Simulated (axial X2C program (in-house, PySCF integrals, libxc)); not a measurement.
## NaTe⁺: cheaper levels and CCSD(T), with spin–orbit coupling

Calculated with an in-house relativistic program for diatomic molecules. Two-component (2c) means X2C with spin–orbit coupling and atomic mean-field two-electron Coulomb and Gaunt terms. Basis: Te dyall-cv3z [11s12p8d4f1g], Na dyall-cv3z [9s8p5d2f] (cores contracted in-house); Gaussian nuclei, density fitting, unrestricted open shells. Masses: Te 129.906 u, Na 22.990 u.

State: Ω = 1 (⟨Sz⟩ = 0.86, ⟨Lz⟩ = 0.14 at HF); fragments Te + Na+.

| level | Re (Å) | ωe (cm⁻¹) | De (eV) |
| --- | --- | --- | --- |
| PBE0 | 3.131 | 144.8 | 0.568 |
| HF | 3.214 | 132.4 | n/a |
| MP2 | 3.208 | 134.0 | 0.419 |
| CCSD | 3.209 | 133.1 | 0.436 |
| BHandHLYP | 3.132 | 142.1 | 0.536 |

Correlated methods: 6 electrons correlated (number of frozen shells: Te 4 s, 3 p, 2 d; Na 2 s, 1 p), 274 virtual spin orbitals or spinors in MP2, 61 natural virtuals in coupled cluster.

CCSD(T), same Hamiltonian and basis:

Re = 3.210 Å, ωe = 132.9 cm⁻¹, De = 0.43 eV; T1 = 0.010 (Lee–Taylor normalisation).

Task: Give the differences from CCSD(T) in the columns below.

Result: 

```tsv
level	ΔRe (Å)	Δωe (cm⁻¹)	ΔDe (eV)
PBE0	-0.079	11.9	0.14
HF	0.004	-0.5	n/a
MP2	-0.002	1.1	-0.01
CCSD	-0.001	0.2	0.01
BHandHLYP	-0.078	9.2	0.11
```

The state is one determinant whose occupation by symmetry is held fixed; it was picked as the lowest of a PBE0 search that is not exhaustive. Dissociation energies refer to the lowest single-determinant-based atoms at the same level and basis. De is not given where an atomic determinant may have missed its ground term or J level, or where the truncated virtual space spoils (T). Density functionals use the spin component along the axis (collinear). Coupled cluster ran in a truncated set of natural virtual spinors; the MP2 energy of the rest was added. (T) has no such correction and the atoms are truncated less, which lowers De at CCSD(T) by a hundredth of an eV or more. PBE0 can misorder states that lie within some tenths of an eV, so this need not be the ground state of the molecule. The nearest other 2c determinant of the search, Ω = 2, lies 0.37 eV up at the distance of the search. Without a current term, density functionals place determinants with orbital angular momentum somewhat too high. With several unpaired electrons one determinant need not be a pure state. Open-shell Ω = 0 determinants with evenly filled partner blocks cannot be reached by this program, so the Ω shown need not be the lowest component. This is the Ω = 1 component of a π² triplet; the 0⁺ component is not one determinant and can lie lowest. With the outer-core shells frozen, correlated bond lengths of heavy atoms tend to come out a few hundredths of an ångström too long.
